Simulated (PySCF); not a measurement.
Gas-phase reaction: SiO(OH)₂ + Si(OH)₄ ⇌ Si₂O(OH)₆

Method: PySCF energies plus ideal-gas RRHO corrections (1 bar). † marks an energy on the PBE0/def2-TZVP geometry and frequencies; other levels use their own. All species are closed-shell singlets. No R ln 2 is added for the mirror-image form of Si₂O(OH)₆. SiO(OH)₂, Si₂O(OH)₆: computed as isolated molecules; such fragments, hydroxides, amides, oligomers or adducts are transient or little studied in the gas. The harmonic model lacks anharmonicity and excited electronic states, which grow with temperature; levels with a mode under 35 cm⁻¹ are left out. Internal rotation in SiO(OH)₂, Si(OH)₄, Si₂O(OH)₆ is treated as a harmonic vibration of one conformer, which makes the entropy rough.

| level | ΔE electronic, kJ | ΔH°(298 K), kJ | ΔS°(298 K), J/K | ΔG°(800 K), kJ |
|---|---|---|---|---|
| HF/def2-TZVP† | -338 | -331 | -169 | -199 |
| M06-2X/def2-TZVP† | -344 | -337 | -169 | -205 |
| PBE/def2-SVP | -312 | -304 | -184 | -159 |
| PBE0/def2-TZVP | -315 | -307 | -169 | -175 |
| r2SCAN/def2-TZVP† | -320 | -313 | -169 | -181 |
| LDA/def2-TZVP† | -340 | -333 | -169 | -201 |
| ωB97X-V/def2-TZVP† | -331 | -323 | -169 | -191 |
ΔH° is lowest at M06-2X/def2-TZVP† and highest at PBE/def2-SVP. No reference value is set beside these.
